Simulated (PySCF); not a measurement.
C7H12O2Si.
Cartesian coordinates in Å at the GFN2-xTB level; atoms count from 1:
```
atom  x, y, z in Å
C1     2.736   -0.814   -0.172
C2     1.485   -0.211    0.419
O3     1.161   -0.401    1.571
C4     0.677    0.627   -0.510
C5    -0.427    1.383    0.230
C6    -1.710    0.531    0.198
C7    -1.390   -0.755    0.895
O8    -0.954   -1.701    0.290
C9    -1.975    0.199   -1.268
Si10  -0.268   -0.409   -1.851
H11    3.336   -0.050   -0.661
H12    2.456   -1.556   -0.917
H13    3.318   -1.296    0.609
H14    1.351    1.316   -1.017
H15   -0.127    1.586    1.261
H16   -0.636    2.330   -0.268
H17   -2.533    1.052    0.693
H18   -1.560   -0.798    1.980
H19   -2.293    1.092   -1.803
H20   -2.768   -0.540   -1.360
H21    0.054   -1.817   -1.994
H22    0.059    0.253   -3.133
```

Definitions: NICS(0) = −σiso at the ring centroid; NICS(1) = −σiso and NICS(1)zz = −σzz at ±1 Å along the ring normal z. Level: GIAO PBE0/pcSseg-1 (PySCF, non-relativistic, gas phase) on the GFN2-xTB geometry, one conformer.

Ring bond lengths (Å), with Mayer bond orders in brackets: C4–C5 1.529 (1.01), C5–C6 1.540 (0.98), C6–C9 1.527 (1.00), C9–Si10 1.903 (0.91), Si10–C4 1.940 (0.80).

Problem. What do the NICS probes read (ppm)?

Solution. 
```tsv
ring	type	NICS(0)	NICS(1), two faces	NICS(1)zz, two faces	rms pucker (Å)	centre to ring atoms, mean (Å)
C4–C5–C6–C9–Si10	5-membered ring with Si; formal bonds all single	-6.6	-4.6 / -5.0	-3.6 / -7.7	0.22	1.40
```

Problem. What do they say, and how far can they be read as aromaticity?

Solution. 
- C4–C5–C6–C9–Si10: mean NICS(1)zz -5.6 ppm, shielded. C4, C5, C6, C9, Si10 have four or more neighbours, so the value isn't read as a sign of a π ring current. The two faces differ by 4.1 ppm, so no symmetry operation interchanges them.

Problem. What are the shieldings of the ring atoms and their hydrogens in the same run (means over atoms taken as equivalent)?

Solution. 
```json
{"atoms": "C4", "environment": "sp3 carbon bound to silicon", "σ isotropic (ppm)": "146.9", "principal values of the symmetric part, first atom (ppm)": "110.5, 145.8, 184.3"}
{"atoms": "C5", "environment": "ring CH2 carbon", "σ isotropic (ppm)": "154.2", "principal values of the symmetric part, first atom (ppm)": "134.2, 157.8, 170.5"}
{"atoms": "C6", "environment": "sp3 carbon next to a carbonyl", "σ isotropic (ppm)": "133.1", "principal values of the symmetric part, first atom (ppm)": "114.0, 136.9, 148.5"}
{"atoms": "C9", "environment": "sp3 carbon bound to silicon", "σ isotropic (ppm)": "169.9", "principal values of the symmetric part, first atom (ppm)": "160.1, 163.8, 185.8"}
{"atoms": "Si10", "environment": "SiH2 silicon", "σ isotropic (ppm)": "379.8", "principal values of the symmetric part, first atom (ppm)": "312.7, 380.9, 445.7"}
{"atoms": "H14", "environment": "methine hydrogen", "σ isotropic (ppm)": "29.05", "principal values of the symmetric part, first atom (ppm)": "24.5, 28.6, 34.1"}
{"atoms": "H15", "environment": "methylene hydrogen", "σ isotropic (ppm)": "29.10", "principal values of the symmetric part, first atom (ppm)": "24.7, 26.8, 35.8"}
{"atoms": "H16", "environment": "methylene hydrogen", "σ isotropic (ppm)": "30.33", "principal values of the symmetric part, first atom (ppm)": "25.6, 27.8, 37.6"}
{"atoms": "H17", "environment": "methine hydrogen", "σ isotropic (ppm)": "28.59", "principal values of the symmetric part, first atom (ppm)": "23.1, 27.5, 35.1"}
{"atoms": "H19", "environment": "methylene hydrogen", "σ isotropic (ppm)": "31.38", "principal values of the symmetric part, first atom (ppm)": "27.1, 27.9, 39.1"}
{"atoms": "H20", "environment": "methylene hydrogen", "σ isotropic (ppm)": "30.89", "principal values of the symmetric part, first atom (ppm)": "26.5, 27.5, 38.7"}
{"atoms": "H21", "environment": "Si–H hydrogen", "σ isotropic (ppm)": "26.80", "principal values of the symmetric part, first atom (ppm)": "24.0, 24.3, 32.2"}
{"atoms": "H22", "environment": "Si–H hydrogen", "σ isotropic (ppm)": "27.10", "principal values of the symmetric part, first atom (ppm)": "23.9, 24.5, 32.9"}
```
